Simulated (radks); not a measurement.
The numbers below are computed, except where a source is named.
All-electron atom: Pb L in [Ar] 3d10 4s2 4p3. Level of theory: non-relativistic Kohn-Sham, exchange-only PBE, spin-polarised, spherical densities, point nucleus; open shells are filled with parallel spins first (spin-orbit coupling, left out, can overturn this in heavy ions); relativity is left out, which matters for an element this heavy (a radial shooting solver on a logarithmic mesh with Libxc functionals).

Unscreened Slater integrals over Kohn-Sham orbitals (cm^-1). They are taken over the spin-up orbitals.

\begin{tabular}{lr}
integral & value \\ \hline
F0(4p,4p) & 536460 \\
F2(4p,4p) & 279540 \\
F0(4p,4s) & 532490 \\
G1(4p,4s) & 356840 \\
F0(4p,3d) & 680630 \\
F2(4p,3d) & 196220 \\
G1(4p,3d) & 63479 \\
G3(4p,3d) & 64253 \\
F0(4p,3p) & 663980 \\
F2(4p,3p) & 214580 \\
G0(4p,3p) & 57135 \\
G2(4p,3p) & 69412 \\
F0(4s,4s) & 529020 \\
F0(4s,3d) & 669330 \\
G2(4s,3d) & 59915 \\
F0(4s,3p) & 653670 \\
G1(4s,3p) & 67364 \\
F0(3d,3d) & 1257600 \\
F2(3d,3d) & 648350 \\
F4(3d,3d) & 418930 \\
F0(3d,3p) & 1149400 \\
F2(3d,3p) & 549550 \\
G1(3d,3p) & 575350 \\
G3(3d,3p) & 387140 \\
F0(3p,3p) & 1085400 \\
F2(3p,3p) & 547870 \\
\end{tabular}

Derived for the open shells (J is the average intra-shell exchange parameter used in DFT+U). 4p: J = F2/5 = 55910 cm^-1.
